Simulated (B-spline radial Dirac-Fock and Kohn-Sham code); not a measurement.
# Binding energies of Sc in different valence configurations

These are calculated numbers from a B-spline atomic structure program; the model is relaxed Dirac-Fock hole states (ΔSCF) with Breit and QED corrections and a finite nucleus. Electron correlation is not included.

Reference: the tabulated ground configuration [Ar] 3d1 4s2, with 1s 4500.0 eV, 2s 510.5 eV, 2p1/2 415.0 eV, 2p3/2 410.5 eV, 3p1/2 39.77 eV, 3p3/2 39.27 eV, Kα1 4089.5 eV, Kβ1 4460.7 eV.

Shifts from the reference in eV.

```tsv
configuration	average energy	1s	2s	2p1/2	2p3/2	3p1/2	3p3/2	Kα1	Kβ1
[Ar] 3d3	+5.64	-8.02	-9.82	-9.51	-9.51	-6.84	-6.79	+1.49	-1.23
[Ar] 4s2 4p1	+2.67	+7.83	+9.10	+8.93	+8.94	+6.28	+6.25	-1.10	+1.58
[Ar] 3d1 4s1 4p1	+1.87	+1.12	+1.07	+1.18	+1.18	+1.16	+1.16	-0.06	-0.04
[Ar] 3d2 4s1	+2.09	-5.21	-6.27	-6.05	-6.05	-4.28	-4.26	+0.84	-0.95
```
